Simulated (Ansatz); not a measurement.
H₄Si₂ (SMILES [SiH][SiH3]), singlet, at a GFN2-xTB geometry; HF/STO-3G in Ansatz (a program for electronic structure).

Here is a job for Ansatz.
Ansatz 0.2 input:
```yaml
crystal:
  periodic: [false, false, false]
  atoms:
    - {symbol: Si, position_ang: [-0.28890628, 0.94648061, 0.77145085]}
    - {symbol: H, position_ang: [0.38260808, 2.12232723, 0.12965429]}
    - {symbol: Si, position_ang: [0.20732861, -0.80767768, -0.59742707]}
    - {symbol: H, position_ang: [0.99631510, -0.86130348, -1.84096251]}
    - {symbol: H, position_ang: [-1.09168725, -1.38838644, -0.98924045]}
    - {symbol: H, position_ang: [0.85485143, -1.81587820, 0.26421584]}
basis:
  gaussian:
    orbitals: STO-3G
hamiltonian:
  xc: hf
accuracy: high
```

### Question
Predict the main parts of the log of this Ansatz run.

### Answer

```
Functional definition: HF
389 factors; integrals over basis functions are off by at most 8.1e-9 eV
mean field evaluation 1: about -15603.8437 eV, gradient 8.1e0 eV
mean field evaluation 2: about -15603.8551 eV, gradient 8.0e0 eV
mean field evaluation 4: about -15604.2164 eV, gradient 3.5e-1 eV
mean field evaluation 8: about -15604.2171 eV, gradient 4.8e-7 eV
mean field -15604.21712469 eV, -573.4444024141 hartree, gradient 4.0e-8 eV, S^2 0.000000; 0 other end points of the search recorded, 0 dependent functions left out
reference -15604.21712469 eV, -573.4444024141 hartree; 16, 16 occupied and 6, 6 virtual orbitals, 389 factors
Total energy: -15604.21712469 eV, -573.4444024141 hartree
```
